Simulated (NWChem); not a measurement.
**Atomisation of AlN**

```
Al
N 1 1.7976
```
Charge 0, spin multiplicity 3.

The numbers come from NWChem runs, not from measurements. All single points use one geometry, from UB3LYP/def2-SVP, a minimum by its harmonic frequencies.

Basis set: def2-TZVP. The atomisation energy is electronic alone: no zero-point, thermal, spin-orbit or counterpoise terms. No value is extrapolated to the basis-set limit. Free atoms are single determinants with multiplicities Al 2, N 4. Correlated methods freeze the same cores in atoms and molecule, 6 orbitals in all.

Relative cost: rough, from shared machines, SCF included, PBE0 = 1. Costs are the molecule's.

B3LYP has NWChem's definition, with VWN1-RPA local correlation. GW and range-separated runs recompute their integrals, the others keep them in memory, which bears on the times. This spin state was chosen for the runs; another may lie lower. The structure started from a generated list of species. The unpaired electrons of the parent sit in orbitals of symmetry a1 and b1 (C2v labels of the run); other states weren't searched. No SCF solution was tested for a lower state. Open-shell Hartree-Fock references start from PBE0 orbitals; any time given for them includes that run. Coupled-cluster values serve here as a point of comparison, not as the truth.

| method | atomisation energy (kcal/mol) | relative cost | remark |
|---|---|---|---|
| PBE0 | ? | 1 | - |
| LDA (SVWN5) | 81.7 | under 3 | - |
| BLYP | ? | under 3 | - |
| B3LYP | 63.5 | under 3 | - |
| M06-2X | ? | under 3 | - |
| PBE | ? | under 3 | - |
| HF | 13.1 | under 3 | - |
| MP2 | 47.5 | under 3 | - |
| CCSD(T) | 52.5 | 6 | large amplitudes |
| LC-wPBE (omega 0.3 per bohr) | 61.6 | 7 | - |

### Question
Some entries are withheld; supply them.

### Answer

- PBE0, atomisation energy (kcal/mol): 59.9
- BLYP, atomisation energy (kcal/mol): 70.7
- M06-2X, atomisation energy (kcal/mol): 61.1
- PBE, atomisation energy (kcal/mol): 70.9
